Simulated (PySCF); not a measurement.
ZrF3Cl, SMILES [F][Zr]([F])([F])[Cl], multiplicity 1.

Geometry: r2SCAN-D4/def2-SVP. The multiplicity is an assumed one; other spin states were not compared. The def2 effective core potentials stand for the cores of Zr; spin–orbit coupling is left out.

Level of theory: PBE/def2-TZVP (PySCF).

Symmetry labels are those of the subgroup Cs that the program uses (full group C3v).

Computed valence orbital energies around the gap with their symmetry:
| orbital | symmetry | energy (eV) |
|---|---|---|
| HOMO−7 | A" | -11.04 |
| HOMO−6 | A' | -10.65 |
| HOMO−5 | A" | -10.30 |
| HOMO−4 | A' | -10.30 |
| HOMO−3 | A" | -10.27 |
| HOMO−2 | A' | -9.42 |
| HOMO−1 | A" | -8.54 |
| HOMO | A' | -8.54 |
| LUMO | A" | -2.69 |
| LUMO+1 | A' | -2.69 |
| LUMO+2 | A' | -1.89 |
| LUMO+3 | A' | -1.33 |
